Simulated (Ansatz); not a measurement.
The cluster Li₃N₂⁻. Charge -1, multiplicity 1. Geometry B3LYP-D4/def2-TZVPD; atoms count from 1.

Cartesian coordinates in Å:
```
Li -0.031 2.054 1.189
Li -0.284 -2.049 -1.164
Li 1.337 -0.026 -0.098
N -0.543 -0.508 -0.261
N -0.479 0.529 0.334
```

The restricted singlet is unstable towards broken spin symmetry in Hartree–Fock (as tested in another run); at PBE0-D4/def2-TZVPD this wasn't settled. The highest occupied level of the charge -1 singlet lies above zero (up to 0.48 eV). The electron is either unbound and held by the finite basis, or the level is raised by self-interaction error. Another isomer (singlet) lies 0.32 eV lower at PBE0-D4/def2-TZVPD; other spin states weren't run for this one.

Q: Estimate the Mulliken populations from the PBE0/def2-TZVPD orbitals of Ansatz.

A: 
```json
{"atom": "Li1", "charge (e)": "0.00"}
{"atom": "Li2", "charge (e)": "0.00"}
{"atom": "Li3", "charge (e)": "0.00"}
{"atom": "N4", "charge (e)": "-0.51"}
{"atom": "N5", "charge (e)": "-0.51"}
```
Mulliken values and Mayer orders depend strongly on the basis. With diffuse functions, as here, like atoms can get unlike values, and bond orders can come out too low or too high.

Q: And the Mayer bond orders between bonded heavy atoms (over 0.3)?

A: Li1–Li3 0.56 (2.80 Å); Li2–Li3 0.56 (2.80 Å); N4–N5 1.90 (1.20 Å). Values over 0.3 also appear between atoms too far apart for a bond (Li1–Li2 0.44 at 4.74 Å); they arise where an orbital or an unpaired electron spreads over both atoms.
